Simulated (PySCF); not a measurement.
# La(NO2)3 relaxed at several levels

Computed with PySCF 2.14.0, def2-SVP on the ligands, density fitting, scalar-relativistic core potentials, no spin-orbit coupling, vacuum. Each row is relaxed at its own level from the same template. Distances are means of the shortest metal–ligand contacts, charges and spins Mulliken's; removal energies are rigid, with the ligand's formal charge and no counterpoise, so too large; for an anion taken off a cation in vacuum most of it is the attraction of opposite charges, and multiply charged cations can part far more cheaply with an electron moved from ligand to metal. lcecp potentials hold a fixed number of 4f electrons in the core, out of states, spins and gaps.

| level | basis on the metal | point group | M–NO2 (Å) | charge on M (e) | removal of one NO2 (eV) | unstable modes (below −25 cm⁻¹) |
| --- | --- | --- | --- | --- | --- | --- |
| TPSS | lcecp-1-SVP with ECP46 | D3h | 2.492 | 1.27 | 9.23 | not given |

Question: What does the calculation give for r2SCAN, lcecp-1-SVP with ECP46?

Answer: point group: D3h, M–NO2 (Å): 2.485, charge on M (e): 1.36, removal of one NO2 (eV): 9.25, unstable modes (below −25 cm⁻¹): not given.
```xyz
10

La    0.0000    0.0000    0.0000
O     2.2511    0.0000    1.0514
O     2.2511    0.0000   -1.0514
N     2.9533    0.0000    0.0000
O    -1.1256    1.9495    1.0514
O    -1.1256    1.9495   -1.0514
N    -1.4766    2.5576    0.0000
O    -1.1256   -1.9495    1.0514
O    -1.1256   -1.9495   -1.0514
N    -1.4767   -2.5576    0.0000
```

One start shape was tried for each, so a minimum needn't be the lowest isomer.
